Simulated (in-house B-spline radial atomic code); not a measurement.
**Pb32+: [Ne] 3s1 3p6 3d10 4s2 (4p1/2)2 (4p3/2)3 4d10 4f6 (with a hole in an inner shell)**

Computed with an all-electron radial atomic-structure program (B-spline basis): Dirac-Hartree-Fock, average of the jj configuration, Fermi nucleus of rms radius 5.5012 fm.

Effective charges: Z_r = [3n² - l(l+1)]/(2<r>) from the radius, Z_e = n√(-2ε) from the energy, and Slater's rules. Values are occupation-weighted means over j. An effective charge above Z reflects the relativistic contraction of the inner shells.

| shell | electrons | ε (eV) | <r> (bohr) | Z_r | Z_e | Slater |
| --- | --- | --- | --- | --- | --- | --- |
| 1s | 2 | -89871 | 0.01605 | 93.44 | 81.27 | 81.70 |
| 2s | 2 | -17235 | 0.06689 | 89.70 | 71.18 | 77.85 |
| 2p | 6 | -15117 | 0.06082 | 82.21 | 66.67 | 77.85 |
| 3s | 1 | -5114 | 0.1731 | 77.99 | 58.16 | 71.10 |
| 3p | 6 | -4469 | 0.1738 | 71.91 | 54.37 | 71.10 |
| 3d | 10 | -3773.2 | 0.1582 | 66.39 | 49.96 | 61.85 |
| 4s | 2 | -1992.2 | 0.3663 | 65.53 | 48.40 | 55.45 |
| 4p | 5 | -1782.9 | 0.3805 | 60.45 | 45.79 | 55.45 |
| 4d | 10 | -1494.6 | 0.3898 | 53.87 | 41.92 | 44.85 |
| 4f | 6 | -1226.3 | 0.371 | 48.52 | 37.97 | 36.25 |

The least bound orbital is 4f7/2 at -1223 eV, while the most diffuse is 4d5/2 (<r> = 0.3931 bohr against 0.3724 bohr): energy order and size order differ. The part-filled 3s shell lies below the filled 4d shell in orbital energy.

For the 1s electron the small component carries 9.78 % of the norm, the zero-frequency Breit interaction raises the level by 341 eV, self-energy by 223 eV, and vacuum polarisation lowers it by 47.57 eV.
